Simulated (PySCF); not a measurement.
Species: C₅H₉NSi.
Numbering: `[CH3:1][c:2]1[cH:3][cH:4][n:5]([SiH3:6])[cH:7]1` (hydrogens: H8, H9, H10 on C1; H11 on C3; H12 on C4; H13, H14, H15 on Si6; H16 on C7)

The closed-shell ground state was solved at several levels (PySCF, density fitting, gas phase, non-relativistic). Geometry: PBE0-D3(BJ)/def2-SVP; no solvent, vibrations or thermal averaging.

```tsv
level	basis functions	HOMO (eV)	LUMO (eV)	gap (eV)	dipole (D)
KT3/pcSseg-1	171	-5.03	-0.47	4.56	1.06
PBE0/pcSseg-1	171	-6.08	0.37	6.45	1.08
```

Estimate the row for wB97X-D/def2-SVPD, a basis of 216 functions; the other rows only guide the guess.

HOMO -7.91 eV, LUMO 1.93 eV, gap 9.84 eV, dipole 1.01 D.

Over all these levels, which gives the widest orbital gap and which the narrowest?

wB97X-D/def2-SVPD (range-separated hybrid) has the widest, 9.84 eV, and KT3/pcSseg-1 (GGA) the narrowest, 4.56 eV. Functional and basis both differ between the two, so the spread mixes both effects.

How far do the dipole and the HOMO energy spread over the levels?

The dipole runs from 1.01 to 1.08 D (mean 1.05 D) and the HOMO from -7.91 to -5.03 eV.
